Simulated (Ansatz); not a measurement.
Basis sets compared for Pb₃Se₂. Charge 0, multiplicity 1. Geometry r2SCAN-D4/def2-SVP. Ansatz on 4 threads of Arm Neoverse V1 on a shared host; times are rough, and most runs start from earlier orbitals.

Cartesian coordinates in Å:
```
Pb -0.9014 0.9794 -1.8233
Pb 1.5955 -0.0763 0.1075
Pb -1.1139 1.2544 1.5098
Se 0.0697 -0.8949 2.3206
Se 0.3502 -1.2627 -2.1146
```

In the def2 sets Pb takes a core potential; there is no spin–orbit coupling. The restricted singlet is unstable towards broken spin symmetry in Hartree–Fock (as tested in another run); at PBE-D4/def2-SVP, PBE-D4/def2-TZVP, PBE0-D4/def2-SVP, PBE0-D4/def2-TZVP this wasn't settled. Another isomer (singlet) lies 1.05 eV lower at PBE0-D4/def2-TZVP; other spin states weren't run for this one.

Binding counts from free atoms (Pb triplet, Se triplet) in the same basis, without a counterpoise term.

| level | functions | energy (Eh) | HOMO (eV) | LUMO (eV) | binding per atom (eV) | wall time |
| --- | --- | --- | --- | --- | --- | --- |
| PBE-D4/def2-SVP | 142 | -5380.7363 | -4.87 | -3.90 | 2.71 | 1.9 s |
| PBE0-D4/def2-SVP | 142 | -5380.7818 | -5.61 | -3.41 | 2.51 | 3.9 s |

Problem. Estimate the rows for PBE-D4/def2-TZVP (with forces), PBE0-D4/def2-TZVP.

Solution. 
```
                         level  functions  energy (Eh)  HOMO (eV)  LUMO (eV)  binding per atom (eV)  wall time
PBE-D4/def2-TZVP (with forces)        246   -5381.3462      -4.90      -3.97                   2.73      5.5 s
             PBE0-D4/def2-TZVP        246   -5381.3880      -5.61      -3.44                   2.54       13 s
```
